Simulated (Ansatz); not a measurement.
`BN1C[SiH2]1` + `COCN` → `BNCOC` + `C1N[SiH2]1`  (ligand exchange at a B–N bond)

Isolated molecules relaxed with PBE0-D4/def2-TZVP in Ansatz; ΔE leaves out vibrations. CCSD(T)/CBS adds triple-zeta CCSD(T) − MP2 to the extrapolated MP2 energy (def2 sets, frozen cores). This one scheme is used for every species. DFT in def2-TZVPP. One conformer a species, not always the lowest.

`BN1C[SiH2]1`:

Z-matrix (Å, degrees):
```
C
N 1 1.484
Si 1 1.837 2 61.0
H 1 1.088 2 115.1 3 -112.6
H 1 1.088 2 115.2 3 112.6
B 2 1.386 1 134.1 3 -179.9
H 3 1.478 1 121.2 2 -102.0
H 3 1.478 1 121.2 2 102.0
H 6 1.199 2 118.6 1 179.9
H 6 1.200 2 119.6 1 -0.0
```

`COCN`:

Cartesian coordinates in Å:
```
C 0.060 -1.258 -0.711
O -0.574 -0.020 -0.868
C -0.639 0.738 0.325
N 0.589 1.273 0.819
H -0.411 -1.854 0.084
H -0.034 -1.797 -1.654
H 1.129 -1.156 -0.480
H -1.315 1.562 0.091
H -1.090 0.127 1.120
H 1.064 1.826 0.117
H 1.221 0.561 1.158
```

`BNCOC`:

Cartesian coordinates in Å:
```
B -0.360 0.745 2.308
N -0.361 -0.259 1.351
C 0.340 -0.239 0.111
O -0.583 -0.141 -0.942
C 0.043 -0.192 -2.195
H -1.014 0.600 3.298
H 0.308 1.720 2.117
H -0.932 -1.081 1.478
H 1.023 0.620 0.113
H 0.936 -1.158 -0.017
H -0.737 -0.124 -2.953
H 0.744 0.642 -2.332
H 0.594 -1.133 -2.336
```

`C1N[SiH2]1`:

```xyz
8

C    -0.588   -0.337    0.656
N    -0.722    0.081   -0.773
Si    0.825    0.510   -0.141
H    -1.284    0.157    1.329
H    -0.485   -1.403    0.855
H    -0.883   -0.661   -1.437
H     2.021   -0.300   -0.468
H     1.116    1.953   -0.021
```

(1) Is it downhill or uphill in electronic energy at CCSD(T)/CBS, and by how much? (Best estimate.)

(2) What do these levels give: PBE-D4, ωB97X-V, B2PLYP, PBE, r2SCAN, PBE0, HF/def2-TZVPP, SCS-MP2/def2-TZVPP, HF/def2-QZVPP, SCS-MP2/def2-QZVPP, HF/CBS(def2), CCSD/CBS(def2)? (An estimate is asked.)

Largest T1 diagnostic among the species: 0.014.

Answers

(1) Ansatz gave: Nearly level: ΔE = -1.9 kJ/mol.

(2) Ansatz gave: PBE-D4 -0.2, ωB97X-V -0.5, B2PLYP -0.3, PBE -1.7, r2SCAN -0.7, PBE0 -1.7, HF/def2-TZVPP 2.1, SCS-MP2/def2-TZVPP -0.3, HF/def2-QZVPP 1.9, SCS-MP2/def2-QZVPP -0.6, HF/CBS(def2) 1.8, CCSD/CBS(def2) -1.6 kJ/mol.
